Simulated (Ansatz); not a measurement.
Sin: LC-ωPBE/def2-TZVP single points in Ansatz on relaxed structures, gas phase. Each cluster is the lowest isomer that a short search found in that spin, judged at the geometry's level, and lower ones may exist. Binding counts from free atoms in the multiplicity of their measured ground term, without zero-point energy. Singlets are spin-restricted. A dash marks a value that wasn't run or was left out as unsound. The structures are stationary points that may keep the symmetry of their start. Remarks come from the PBE and PBE0 runs and from stability tests at other levels; not every state was tested.

**Question.** Estimate the order by HOMO (eV), lowest first.
A. Si3 (singlet)
B. Si4 (singlet)

**Answer.** B (-8.74), A (-8.64).

In full:

| species | atoms | state | geometry | HOMO (eV) | LUMO (eV) | gap (eV) | binding per atom (eV) | lowest of the spins relaxed | point group (within 0.1 Å) | remarks |
| --- | --- | --- | --- | --- | --- | --- | --- | --- | --- | --- |
| Si3 | 3 | singlet | PBE-D4/def2-TZVP | -8.64 | -1.70 | 6.94 | – | triplet (-0.35 eV), of singlet/triplet/quintet | C2v | triplet lower at PBE0, triplet lowest at PBE0 |
| Si4 | 4 | singlet | r2SCAN-D4/def2-TZVP | -8.74 | -1.87 | 6.87 | 2.77 | singlet, of singlet/triplet/quintet | D2h | – |
| Si7 | 7 | singlet | r2SCAN-D4/def2-SVP | -8.62 | -1.29 | 7.33 | 3.37 | singlet, of singlet/triplet/quintet | D5h | – |

The gap (eV) runs from 6.87 (Si4) to 7.33 (Si7).
